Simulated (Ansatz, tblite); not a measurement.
Removing and adding an electron: the cluster Pb₃O₂ (the lowest singlet isomer of a short search). Total charge 0; singlet. Geometry: PBE-D4/def2-SVP. Ansatz, gas phase; energy differences of separate SCF runs; the oxidised species was run as a doublet alone; the reduced species was run as a doublet alone.

```xyz
5

Pb   -0.931    1.474    0.693
Pb    0.150   -1.019   -1.568
Pb    1.115   -0.648    1.248
O     0.804    0.919   -0.629
O    -1.139   -0.725    0.255
```

In the def2 sets Pb takes a core potential; there is no spin–orbit coupling. The xTB rows come from tblite. Correlated methods freeze 14 core orbitals; core or outer-core shells of Pb are correlated, in sets that lack core-valence functions. The rows differ in basis, and correlated rows in double-zeta sets carry the largest basis error. HOMO above LUMO, or a gap near zero within one spin, warns that the state may not be the lowest or that an electron is smeared out. The structure comes from a short search, and lower isomers may exist.

```csv
level,−HOMO (eV),vertical IE (eV),−LUMO (eV),vertical EA (eV),HOMO–LUMO gap (eV),IE − EA (eV),remarks
GFN2-xTB,8.26,11.02,6.07,3.33,2.19,7.69,–
PBE-D4/def2-TZVP,4.15,6.46,2.65,–,1.50,–,–
PBE-D4/def2-TZVPD,4.17,–,2.69,0.72,1.48,–,"HOMO above zero (-1 doublet), gap within one spin near zero (-1 doublet)"
PBE0-D4/def2-TZVP,4.80,6.42,2.09,–,2.71,–,–
MP2/def2-SVP,–,6.31,–,–,–,–,restricted SCF unstable (singlet)
CCSD(T)/def2-SVP,–,6.28,–,–,–,–,"large T1 (0.024) (singlet), restricted SCF unstable (singlet)"
```

Estimate the rows for GFN1-xTB, r2SCAN-D4/def2-TZVP, r2SCAN-D4/def2-TZVPD, PBE0-D4/def2-TZVPD, CCSD/def2-SVP.


| level | −HOMO (eV) | vertical IE (eV) | −LUMO (eV) | vertical EA (eV) | HOMO–LUMO gap (eV) | IE − EA (eV) | remarks |
| --- | --- | --- | --- | --- | --- | --- | --- |
| GFN1-xTB | 6.94 | 9.80 | 4.97 | 2.29 | 1.97 | 7.51 | – |
| r2SCAN-D4/def2-TZVP | 4.30 | 6.42 | 2.62 | – | 1.68 | – | – |
| r2SCAN-D4/def2-TZVPD | 4.31 | – | 2.64 | 0.80 | 1.67 | – | HOMO above zero (-1 doublet) |
| PBE0-D4/def2-TZVPD | 4.81 | – | 2.12 | 0.77 | 2.68 | – | HOMO above zero (-1 doublet) |
| CCSD/def2-SVP | – | 6.18 | – | – | – | – | large T1 (0.024) (singlet), restricted SCF unstable (singlet) |

Run but left out: HF/def2-SVP (singlet: restricted singlet, unstable towards broken spin symmetry).   A HOMO above zero means that the electron is unbound at that level or that self-interaction error raises the level; the energy of removing that electron tells which. Raw xTB energy differences between charge states are shifted by several eV; the methods need an empirical correction for them.
